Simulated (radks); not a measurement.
Values are calculated unless marked as measured or tabulated.
Q: Ca1.3+, configuration [Ne] 3s1.7 3p6 4s1 (fractional occupations, a model configuration). Code: a radial shooting solver on a logarithmic mesh with Libxc functionals. Model: scalar-relativistic Kohn-Sham, r2SCAN, spin-unpolarised, spherical densities, finite nucleus; meta-GGA in the generalised Kohn-Sham scheme; Fermi nuclear charge, rms radius 3.4776 fm. Some entries of the table are withheld. Estimate them.

orbital,occ.,eigenvalue (hartree),<r> (bohr),<1/r> (bohr^-1)
1s,2,(1),0.07685,19.74
2s,2,-15.94242,0.3630,4.065
2p,6,(2),0.3272,3.953
3s,1.7,-2.22429,1.147,(3)
3p,6,-1.48274,1.249,1.090
4s,1,-0.41107,3.487,0.3699

A: 
(1) 1s eigenvalue (hartree): -146.2776
(2) 2p eigenvalue (hartree): -12.93052
(3) 3s <1/r> (bohr^-1): 1.214
